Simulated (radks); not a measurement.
Q: The mean radii <r> (bohr) of the occupied orbitals of an atom or ion are listed with their occupations. Calculated with a radial shooting solver on a logarithmic mesh with Libxc functionals: scalar-relativistic Kohn-Sham, Slater X-alpha with alpha = 0.703, spin-polarised, spherical densities, point nucleus.

| orbital | occ. | <r> |
|---|---|---|
| 1s up | 1 | 0.09114 |
| 1s down | 1 | 0.09113 |
| 2s up | 1 | 0.4445 |
| 2s down | 1 | 0.4439 |
| 2p up | 3 | 0.4057 |
| 2p down | 3 | 0.4050 |
| 3s up | 1 | 1.391 |
| 3s down | 1 | 1.399 |
| 3p up | 2 | 1.506 |

Name the element and its charge. Open shells, if any, are filled with parallel spins first.

A: Z = 17, chlorine, charge +3: Cl3+ in [Ne] 3s2 3p2. The 1s radius gives Z: for a bare nucleus <r> = (2 gamma + 1)/(2Z) with gamma = sqrt(1 - (Z/c)^2), 0.08778 bohr for Z = 17, and screening makes it slightly larger (0.09114 here). The occupations add up to 14, and the charge is Z minus that.
